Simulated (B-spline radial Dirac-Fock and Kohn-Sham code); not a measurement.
## X-ray scattering factor of Rh¹⁸⁺

System: Rh¹⁸⁺, configuration [Ar] 3d9.

Input of the calculation (task.json; shells as n, l, electrons):

```json
{"items": [{
  "Z": 45,
  "q": 18,
  "cfg": [[1, 0, 2], [2, 0, 2], [2, 1, 6], [3, 0, 2], [3, 1, 6], [3, 2, 9]],
  "A": 103,
  "rrms": 4.4945,
  "do": ["scatter"],
  "s": [0.0, 0.07, 0.09, 0.1, 0.13, 0.16, 0.19, 0.24, 0.29, 0.35, 0.43, 0.53, 0.65, 0.79, 0.97, 1.19, 1.46, 1.79, 2.19, 2.68, 3.29, 4.03, 4.93],
  "pz": [0, 0.1, 0.2, 0.3, 0.4, 0.5, 0.6, 0.8, 1.0, 1.2, 1.4, 1.6, 1.8, 2.0, 2.5, 3.0, 4.0, 5.0, 7.0, 10.0, 15.0, 20.0, 30.0, 40.0, 60.0, 100.0],
  "hv_scatter": [1000, 2000, 5000, 8047.8, 17479.3, 30000, 50000, 1000000]
}]}
```

Run with: `python xray_run.py task.json out`

These are calculated numbers from a radial B-spline solver; the model is Dirac-Fock orbitals of the configuration average with a finite nucleus. f₀ is the Fourier transform of the spherical electron density, S the Waller-Hartree incoherent function, and s = sin θ/λ. The electron scattering factor follows from the Mott-Bethe formula f_e = 0.023934 Å⁻¹·(Z − f₀)/s².

| s (Å⁻¹) | f₀ | S | f_e (Å) |
| --- | --- | --- | --- |
| 0 | 27.000 | 0.000 | – |
| 0.07 | 26.898 | 0.087 | 88.417 |
| 0.09 | 26.832 | 0.144 | 53.682 |
| 0.1 | 26.793 | 0.178 | 43.576 |
| 0.13 | 26.652 | 0.299 | 25.984 |
| 0.16 | 26.476 | 0.450 | 17.319 |
| 0.19 | 26.265 | 0.629 | 12.421 |
| 0.24 | 25.840 | 0.989 | 7.961 |
| 0.29 | 25.331 | 1.417 | 5.598 |
| 0.35 | 24.618 | 2.010 | 3.982 |
| 0.43 | 23.522 | 2.910 | 2.780 |
| 0.53 | 21.971 | 4.157 | 1.962 |
| 0.65 | 19.954 | 5.744 | 1.419 |
| 0.79 | 17.548 | 7.601 | 1.053 |
| 0.97 | 14.632 | 9.842 | 0.772 |
| 1.19 | 11.639 | 12.230 | 0.564 |
| 1.46 | 8.992 | 14.617 | 0.404 |
| 1.79 | 7.046 | 16.864 | 0.284 |
| 2.19 | 5.796 | 18.893 | 0.196 |
| 2.68 | 4.870 | 20.720 | 0.134 |
| 3.29 | 3.908 | 22.353 | 0.091 |
| 4.03 | 2.902 | 23.677 | 0.062 |
| 4.93 | 2.056 | 24.648 | 0.042 |

f₀ starts at the number of electrons, 27, and has fallen to half at s ≈ 1.05 Å⁻¹. The sum of ⟨r²⟩ over the electrons is 2.819 bohr². For an ion f_e diverges as s goes to zero, because of the net charge.
